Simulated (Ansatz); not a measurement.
Ligand exchange: GeH3(CH3) + I2 → GeH3I + CH3I

Gas-phase species: GeH3(CH3) (methyl germane), singlet; I2 (iodine), singlet; GeH3I `[GeH3][I]`, singlet; CH3I `CI`, singlet. The partners trade CH3 for I: Ge–CH3 and I–I bonds give way to Ge–I and I–CH3.

Shapes, held fixed at every level: PBE0-D4/def2-TZVP. Programs: Ansatz 0.2.0. The zero-point and thermal change to 298 K, harmonic and unscaled (PBE0-D4/def2-TZVP), is +0.6 kJ/mol.

Problem. Estimate ΔH(298 K) of this reaction.

Solution. The highest level, CCSD(T)/def2-TZVPP, gives ΔH(298 K) = -52.4 kJ/mol; the levels span -52.4 to -40.8. The column of differences is taken from that level and isn't an error. No measured value is set beside it here. For atoms past krypton def2 sets carry core potentials with scalar relativity. Relativity is left out for Ge. Outer-core shells of Ge, I are correlated, in sets that cover them unevenly. Times are processor times on shared x86 and Arm servers, and rough.

| level | kind | ΔH(298 K) (kJ/mol) | less CCSD(T)/def2-TZVPP | CPU time (sum over the molecules) |
| --- | --- | --- | --- | --- |
| SPW92/def2-TZVPP | LDA | -40.9 | +11.5 | 7.6 s |
| PBE-D4/def2-TZVPP | GGA | -41.1 | +11.3 | 14 s |
| B3LYP-D4/def2-TZVPP | global hybrid | -40.8 | +11.6 | 21 s |
| r2SCAN0-D4/def2-TZVPP | global hybrid | -49.4 | +3.0 | 26 s |
| wB97M-V/def2-TZVPP | range-separated hybrid | -46.1 | +6.3 | 51 s |
| wB97X-V/def2-TZVPP | range-separated hybrid | -47.1 | +5.3 | 44 s |
| CCSD/def2-TZVPP | coupled cluster or CI | -52.4 | 0.0 | – |
| CCSD(T)/def2-TZVPP | coupled cluster or CI | -52.4 | 0.0 | – |
